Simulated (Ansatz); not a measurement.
```yaml
crystal:
  periodic: [false, false, false]
  atoms:
    - {symbol: Cu, position_ang: [0.867397, -0.024503, 0.941607]}
    - {symbol: Cu, position_ang: [-0.043489, -1.100617, -0.860034]}
    - {symbol: Cu, position_ang: [-0.823908, 1.125120, -0.081572]}
basis:
  gaussian: {orbitals: def2-mTZVP}
magnetization: {spin_polarized: true, initial_magnetization: 1}
hamiltonian: {xc: {name: RPBE}}
scf: {lower_state_search: off}
```

```sh
$ ansatz run in.yaml --threads 4 --pin off --events-out ev --progress --plain --max-ram 3916MiB
```

Output, abridged:

```
Functional definition: RPBE
1137 factors; their error is unknown
mean field evaluation 1: about -133911.3307 eV, gradient 6.2e1 eV
mean field evaluation 2: about -133332.0845 eV, gradient 5.0e2 eV
mean field evaluation 4: about -133917.2905 eV, gradient 3.3e1 eV
mean field evaluation 8: about -133919.1502 eV, gradient 1.7e0 eV
mean field evaluation 16: about -133919.0858 eV, gradient 1.2e-2 eV
mean field evaluation 32: about -133919.0858 eV, gradient 1.0e-5 eV
mean field -133919.08579531 eV, -4921.4356293611 hartree, gradient 1.0e-5 eV, S^2 0.755349; 0 other end points of the search recorded, 0 dependent functions left out
reference -133919.08583742 eV, -4921.4356309087 hartree; 44, 43 occupied and 55, 56 virtual orbitals, 1137 factors
Total energy: -133919.08583742 eV, -4921.4356309087 hartree
Checks for a lower state left out: stability, starts, cluster_reference, orbital_swaps, neighbouring_geometries, increment
```

Hardware: 4 threads of Arm Neoverse V1 on a shared host. Wall time 1.7 s.
